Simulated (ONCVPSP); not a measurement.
**ytterbium: one change to an ONCV potential, before and after**

```
Element                 : ytterbium
Generator               : ONCVPSP 4.0.1
Type                    : optimised norm-conserving Vanderbilt (ONCV)
Functional              : LDA (Perdew-Zunger)
Relativity              : scalar-relativistic
Frozen core             : [Kr] 4d10 4f13
Valence charge          : 11
Reference configuration : 5s2 5p6 5d1 6s2
Partial waves           : 5s+6s: rc 1.95 bohr, ncon 3, nbas 7, qcut 4.7 1/bohr, 3 projectors, debl 2 Ha; 5p: rc 1.50 bohr, ncon 5, nbas 9, qcut 6.5 1/bohr, 2 projectors, debl 1.2 Ha; 5d: rc 2.25 bohr, ncon 4, nbas 7, qcut 4.3 1/bohr, 2 projectors, debl 3.3 Ha
Local potential         : polynomial inside 1.15 bohr (lpopt 5, dvloc0 1 Ha)
Core correction         : none
```

Change: d: rc 2.72.

Cutoffs: the cutoffs (Ha) at which the residual kinetic energy of the hardest occupied pseudo-wave falls to 1 and 0.1 mHa per electron; they do not see the model core or the augmentation charge, which bear on the density cutoff. Errors are all-electron minus pseudo energies relative to the spin-unpolarised reference configuration.

Question: How do hardness, ghosts and transferability respond?

Answer: The potential gets neither clearly harder nor softer (32 Ha and 103 Ha → 32 Ha and 103 Ha); the bound ghost in d disappears; of the 3 tests that both files solve, the error grows in 0 and shrinks in 2 by more than 15 % and 0.3 meV (median size 1.3 → 0.5 meV).

| quantity | base | changed |
| --- | --- | --- |
| cutoff, loose | 32 Ha | 32 Ha |
| cutoff, tight | 103 Ha | 103 Ha |
| loose cutoff by channel | s 7.4 Ha, p 32 Ha, d 9.4 Ha | s 7.4 Ha, p 32 Ha, d 7.9 Ha |
| bound ghosts | d | none |
| GHOST(+) flags under 300 eV | s at 148.6 eV | s at 148.6 eV, d at 201.4 eV |
| tests counted as reliable (solved cleanly; for ONCVPSP, near-neutral configurations with less than one 5d electron left out) | 3 of 4 | 3 of 4 |
| error for 5s2 5p6 5d1 6s1, meV [ΔE 7.47 eV] | +0.1 | 0.0 |
| error for 5s2 5p6 5d1 6s0, meV [ΔE 20.87 eV] | +9.3 | +7.8 |
| error for 5s2 5p6 5d1 6s0 6p1, meV [ΔE 11.74 eV] | +1.3 | +0.5 |
| s: phases at 1.98 bohr within 0.05 rad from the reference energy up to (Ha; the scan ends near 5) | to the end of the scan | to the end of the scan |
| p: phases at 1.52 bohr within 0.05 rad from the reference energy up to (Ha; the scan ends near 5) | to the end of the scan | to the end of the scan |

 A true bound ghost makes a file unfit for plane-wave use even where its test errors are small: the radial tests pick states by their node count and pass the ghost by.
